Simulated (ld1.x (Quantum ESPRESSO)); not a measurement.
An all-electron radial function and its pseudo partner (Te)

Columns: radius, all-electron u(r) and pseudo u(r) of the 4d shell (level -41.59 eV) of tellurium in the configuration [Kr] 4d10 5s2 5p4; PBEsol, scalar-relativistic, TM semilocal scheme, ld1.x (Quantum ESPRESSO) 7.5.

```
r (bohr)  all-electron   pseudo
   0.100        0.3550  -0.0105
   0.200        0.5941  -0.0778
   0.300        0.3066  -0.2318
   0.400       -0.1752  -0.4603
   0.500       -0.6067  -0.7147
   0.600       -0.9021  -0.9343
   0.700       -1.0595  -1.0752
   0.800       -1.1092  -1.1256
   0.900       -1.0861  -1.1009
   1.000       -1.0195  -1.0287
   1.100       -0.9301  -0.9338
   1.200       -0.8319  -0.8327
   1.300       -0.7336  -0.7336
   1.400       -0.6402  -0.6402
   1.500       -0.5544  -0.5544
   1.600       -0.4773  -0.4773
   1.700       -0.4091  -0.4091
   1.800       -0.3494  -0.3494
   1.900       -0.2975  -0.2975
   2.000       -0.2528  -0.2528
   2.100       -0.2144  -0.2144
   2.200       -0.1815  -0.1815
   2.300       -0.1535  -0.1535
   2.400       -0.1296  -0.1296
   2.500       -0.1094  -0.1094
   2.600       -0.0922  -0.0922
```

Task: How many radial nodes do the two functions have?

Result: The all-electron 4d function has n − l − 1 = 1; the pseudo-wave has 0, since the states of the same l below it are removed with the core.

Task: At about which radius was the pseudo-wave matched?

Result: 1.40 bohr, where the columns begin to agree (steps of 0.10 bohr).

Task: Is the pseudo-wave norm-conserving?

Result: Yes: the TM semilocal scheme keeps the norm inside the radius equal to the all-electron one, which fixes the energy derivative of the logarithmic derivative at the level.
